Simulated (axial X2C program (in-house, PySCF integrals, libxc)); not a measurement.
## NaI⁻: properties at the nuclei

Computed with an in-house all-electron X2C program for linear molecules (integrals from PySCF): two-component X2C with atomic mean-field Coulomb and Gaunt terms, Gaussian nuclei, basis I dyall-acv3z, Na dyall-av3z with contracted cores.

R = 2.925 Å (near the PBE0 minimum at charge -1 of the determinant lowest at the starting distance; the state shown can have its own minimum elsewhere).

Input and command:
```json
{"zs": [53, 11], "q": -1, "bas": ["dyall-acv3z", "dyall-av3z"], "r0": 2.88, "levels": ["PBE0", "HF", "B3LYP", "LDA", "TPSSh"], "nst": 3}
```
```bash
python soeom.py task.json out
```

Keys: zs atomic numbers; q charge; bas basis sets; r0 starting distance in Å; levels methods; nst determinants followed.

Determinant lowest in the PBE0 search, Ω = 1/2 (⟨Sz⟩ = 0.50, ⟨Lz⟩ = 0.00 at PBE0), spin on the atoms I 0.02, Na 0.48:

```tsv
level	Eeff magnitude (GV/cm)	Ws magnitude I (kHz)	A∥/gI I (MHz)	qzz I (a.u.)	A∥/gI Na (MHz)	qzz Na (a.u.)
PBE0	1	1.22	142	0.96	240	-0.19
HF	0.718	0.87	98.8	0.60	191	-0.21
B3LYP	1.15	1.4	165	0.93	285	-0.20
LDA	1.12	1.36	184	1.11	294	-0.17
TPSSh	0.946	1.15	137	1.09	214	-0.18
```

Determinant 1.03 eV from it at PBE0 and this distance, Ω = 3/2 (⟨Sz⟩ = 0.50, ⟨Lz⟩ = 1.00 at PBE0), spin on the atoms I 0.00, Na 0.50:

```json
{"level": "PBE0", "Eeff magnitude (GV/cm)": "0.0294", "Ws magnitude I (kHz)": "0.0115", "A∥/gI I (MHz)": "2.52", "qzz I (a.u.)": "2.46", "A∥/gI Na (MHz)": "1.61", "qzz Na (a.u.)": "-0.12"}
{"level": "HF", "Eeff magnitude (GV/cm)": "0.0222", "Ws magnitude I (kHz)": "0.00863", "A∥/gI I (MHz)": "2.48", "qzz I (a.u.)": "1.76", "A∥/gI Na (MHz)": "0.884", "qzz Na (a.u.)": "-0.14"}
{"level": "B3LYP", "Eeff magnitude (GV/cm)": "0.000214", "Ws magnitude I (kHz)": "0.000783", "A∥/gI I (MHz)": "3.72", "qzz I (a.u.)": "2.62", "A∥/gI Na (MHz)": "1.19", "qzz Na (a.u.)": "-0.11"}
{"level": "LDA", "Eeff magnitude (GV/cm)": "0.0306", "Ws magnitude I (kHz)": "0.0114", "A∥/gI I (MHz)": "4.76", "qzz I (a.u.)": "2.85", "A∥/gI Na (MHz)": "3.54", "qzz Na (a.u.)": "-0.09"}
{"level": "TPSSh", "Eeff magnitude (GV/cm)": "0.0163", "Ws magnitude I (kHz)": "0.00638", "A∥/gI I (MHz)": "1.72", "qzz I (a.u.)": "2.47", "A∥/gI Na (MHz)": "0.677", "qzz Na (a.u.)": "-0.12"}
```

Eeff is the effective electric field on the electron electric dipole moment in this Ω state and Ws the scalar–pseudoscalar constant of the nucleus named (defined with the proton number Z and per Ω); A∥ (defined per Ω) follows by multiplying with gI = μI/(I μN); qzz is the electric field gradient, eQq0 = 234.96 MHz × Q/barn × qzz. The operators were transformed with the bare-nucleus X2C matrices; with these basis sets, hyperfine constants and field gradients can be off by tens of per cent, and where levels differ in sign neither size nor sign is settled.

**Question.** With gI(127I) = 1.1253, Q(127I) = -0.68822 barn, gI(23Na) = 1.4783, Q(23Na) = 0.104 barn (g factors from the IAEA table of nuclear moments by Stone; Q from Pyykkö, Mol. Phys. 2018), turn the PBE0 values of the first state into constants in MHz.

**Answer.** A∥(127I) = 142 × 1.1253 = 160 MHz; eQq0(127I) = 234.96 × (-0.68822) × (0.96) = -155 MHz; A∥(23Na) = 240 × 1.4783 = 355 MHz; eQq0(23Na) = 234.96 × (0.104) × (-0.19) = -4.64 MHz.

Each state is one determinant with collinear spin. Unrestricted Hartree–Fock can overshoot spin polarisation at the nuclei. For an anion, determinants above electron detachment, or with a positive highest level, are held by the basis set. Where Eeff spreads by more than a factor of two the levels disagree and none is to be relied on. The search compared states at one distance, so a state with another bond length can lie lower. The sign of Ws at I differs between levels in the second state. Further determinants of the search, some of them spin-mixed, are not shown. PBE0 term energies can be off by some tenths of an eV.
